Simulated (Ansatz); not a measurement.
One change: `OBN[SiH2]O` becomes `OBNCO`.

Ansatz, PBE0-D4/def2-TZVP geometries, multiplicity 1. Each molecule was computed in one conformer, which needn't be the lowest.

```tsv
property	`OBN[SiH2]O`
HOMO–LUMO gap (B3LYP/def2-TZVPP) / eV	7.93
size of the dipole moment (B3LYP/def2-TZVPP) / D	3.22
LUMO energy (ωB97M-V/def2-TZVPP) / eV	1.81
HOMO–LUMO gap (PBE/def2-TZVPP) / eV	6.16
HOMO–LUMO gap (ωB97M-V/def2-TZVPP) / eV	12.40
HOMO energy (PBE/def2-TZVPP) / eV	-6.82
```

(1) What does the change do to each property? (Best estimate.)

## Answers

(1) Computed: 
```csv
property,`OBNCO`,shift
HOMO–LUMO gap (B3LYP/def2-TZVPP) / eV,7.81,-0.12
size of the dipole moment (B3LYP/def2-TZVPP) / D,1.44,-1.78
LUMO energy (ωB97M-V/def2-TZVPP) / eV,1.98,0.17
HOMO–LUMO gap (PBE/def2-TZVPP) / eV,6.10,-0.06
HOMO–LUMO gap (ωB97M-V/def2-TZVPP) / eV,12.11,-0.29
HOMO energy (PBE/def2-TZVPP) / eV,-6.28,0.54
```

With PBE0 the HOMO rises by 0.48 eV and the LUMO rises by 0.42 eV, so the gap narrows by about 0.06 eV. PBE moves the HOMO by 0.54 eV and ωB97M-V by 0.45 eV. Dipoles are sizes alone; their direction can turn.

B3LYP here is the variant with VWN-RPA as its local correlation; programs differ in this.
